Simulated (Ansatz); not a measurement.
Consider the redistribution: `FB(F)C(F)(F)F` + `C[SiH2]C=O` → `O=CB(F)F` + `C[SiH2]C(F)(F)F`.

Isolated molecules relaxed with PBE0-D4/def2-TZVP in Ansatz; ΔE leaves out vibrations. CCSD(T)/CBS adds triple-zeta CCSD(T) − MP2 to the extrapolated MP2 energy (def2 sets, frozen cores). Functionals use def2-TZVPP. One conformer a species, not always the lowest.

Problem. Is it downhill or uphill in electronic energy at CCSD(T)/CBS, and by how much? (Best estimate.)

Solution. The calculation gave: Downhill: ΔE = -0.07 eV.

Problem. What do these levels give: LDA (SPW92), PBE-D4, ωB97X-V, B2PLYP, PBE, BHLYP, LC-ωPBE, RPA@PBE/def2-TZVPP, HF/def2-SVP, CCSD/def2-TZVPP, CCSD(T)/def2-TZVPP, HF/def2-QZVPP? (Estimate.)

Solution. The calculation gave: LDA (SPW92) 0.01, PBE-D4 -0.01, ωB97X-V -0.06, B2PLYP -0.05, PBE -0.02, BHLYP -0.05, LC-ωPBE -0.06, RPA@PBE/def2-TZVPP -0.08, HF/def2-SVP -0.02, CCSD/def2-TZVPP -0.05, CCSD(T)/def2-TZVPP -0.05, HF/def2-QZVPP -0.04 eV.

Largest T1 diagnostic among the species: 0.015.

Leaving LDA and LC-ωPBE aside and taking each functional with its dispersion term where it has one, the values, not all of them listed here, spread over 0.06 eV, from ωB97X-V to B97M-V. At CCSD(T), def2-SVP lies +0.04 eV from the extrapolated value and def2-TZVPP +0.02 eV.
